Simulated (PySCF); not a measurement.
Computed shifts of a molecule C₄H₄F₂, PySCF with PBE0/pcSseg-1, GIAO, gas phase, atoms alike by connectivity averaged where their shifts nearly agree, in ppm (number of nuclei): ¹³C: 171.8 (1), 160.4 (1), 112.5 (1), 101.6 (1). ¹⁹F: -109.8 (1), -110.1 (1). ¹H: 6.79 (1), 5.28 (1), 5.19 (1), 4.80 (1). References: ¹³C against TMS (σ = 186.3 ppm); ¹⁹F against CFCl3 (σ = 167.2 ppm); ¹H against TMS (σ = 31.56 ppm), references at their B3LYP-D3(BJ)/def2-TZVP geometries, non-relativistic. Geometry: B3LYP-D3(BJ)/def2-SVP. The values are those of a single conformer.

Problem. Pick the molecule that these values belong to.
A) C#CC(C)(F)F
B) FC1=C[C@@H](F)C1
C) C=C(F)/C=C\F
D) CC=C=C(F)F

Solution. C, C=C(F)/C=C\F
